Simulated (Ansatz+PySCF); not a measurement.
The numbers below are computed, except where a source is named.
## Ansatz (development build ahead of 0.2.0) run

```yaml
crystal:
  periodic: [false, false, false]
  atoms:
    - { symbol: Be, position_ang: [0.0, 0.0, -0.32605] }
    - { symbol: H, position_ang: [0.0, 0.0, 1.3042] }
basis:
  gaussian: { orbitals: "6-31G" }
magnetization:
  initial_magnetization: 1
hamiltonian:
  xc: hf
correlation:
  method: ccsd_t
  frozen_orbitals: { Be: 0, H: 0 }
scf:
  omitted_lower_state_checks: [atomic_configurations, cluster_reference, orbital_swaps, given_window_search, neighbouring_geometries, increment]
```

The input is written out in the form of the current development build from the run's settings. Correlation on restricted open-shell orbitals is semicanonical, with singles.

The run gave:

```
Converged                       : yes
Reference energy                : -15.12768 hartree
CCSD correlation energy         : -0.03016 hartree
Triples correction              : -0.00055 hartree
Total energy                    : -15.15840 hartree
Spin squared of the determinant : 0.750
Largest doubles amplitude       : 0.07
```
